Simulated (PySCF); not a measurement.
1-bromo-3-fluoropropa-1,2-diene (C3H2BrF), SMILES FC=C=CBr. Atoms are numbered in the order given.

```xyz
7

F     -3.1660     0.3731    -0.9460
C     -2.4152    -0.4396    -0.1923
C     -1.1239    -0.5915    -0.3626
C      0.1608    -0.7696    -0.4881
Br     1.4611     0.2840     0.4380
H     -2.9958    -0.9663     0.5731
H      0.6193    -1.5275    -1.1294
```
Charge 0, spin multiplicity 1.

Geometry optimised at B3LYP-D3(BJ)/def2-SVP.

Method: KT2/pcSseg-1 in PySCF.

GIAO shieldings, no solvent; atoms alike by connectivity are averaged. δ = σ(ref) − σ: ¹⁹F against CFCl3 (σ = 127.1 ppm); ¹³C against TMS (σ = 185.1 ppm); ¹H against TMS (σ = 31.47 ppm), references at their B3LYP-D3(BJ)/def2-TZVP geometries, non-relativistic (without spin–orbit terms, shifts of atoms bonded to Cl or Br come out too high).

Computed chemical shifts:
```tsv
nucleus	atoms	count	δ (ppm)
¹⁹F	F1	1	-165.5
¹³C	C3	1	196.8
¹³C	C2	1	136.7
¹³C	C4	1	105.1
¹H	H6	1	7.82
¹H	H7	1	7.06
```
